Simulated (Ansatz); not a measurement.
Basis sets compared for In5P5 (the lowest singlet isomer of a short search). The state is a singlet with charge 0. Geometry PBE-D4/def2-SVP. Ansatz on 4 threads of Arm Neoverse V2 on a shared host; times are rough, and most runs start from earlier orbitals.

Cartesian coordinates in Å:
```
In -2.0787 0.8590 3.0639
In 2.5313 1.3535 1.1416
In -2.2622 -0.8252 0.2853
In -1.1873 0.3264 -3.1390
In 1.5309 -2.5098 0.5643
P 0.7100 1.6488 -1.2042
P 1.3384 -0.3965 -1.7490
P -0.4429 1.5312 0.6691
P -0.3564 -1.7382 -1.3870
P 0.2168 -0.2492 1.7551
```

In the def2 sets In takes a core potential; there is no spin–orbit coupling. The restricted singlet is unstable towards broken spin symmetry in Hartree–Fock (as tested in another run); at PBE-D4/def2-TZVP, PBE0-D4/def2-SVP, PBE0-D4/def2-TZVP this wasn't settled. The structure comes from a short search, and lower isomers may exist.

Binding counts from free atoms (In doublet, P quartet) in the same basis, without a counterpoise term.

```
           level  functions  energy (Eh)  HOMO (eV)  LUMO (eV)  binding per atom (eV)  wall time
 PBE-D4/def2-SVP        220   -2656.4912      -4.63      -3.36                   2.70        7 s
PBE0-D4/def2-SVP        220   -2656.5857      -5.35      -2.89                   2.53       15 s
```

Question: Estimate the rows for PBE-D4/def2-TZVP (with forces), PBE0-D4/def2-TZVP.

Answer: 
| level | functions | energy (Eh) | HOMO (eV) | LUMO (eV) | binding per atom (eV) | wall time |
| --- | --- | --- | --- | --- | --- | --- |
| PBE-D4/def2-TZVP (with forces) | 435 | -2657.1057 | -4.62 | -3.36 | 2.73 | 20 s |
| PBE0-D4/def2-TZVP | 435 | -2657.1914 | -5.33 | -2.87 | 2.57 | 55 s |
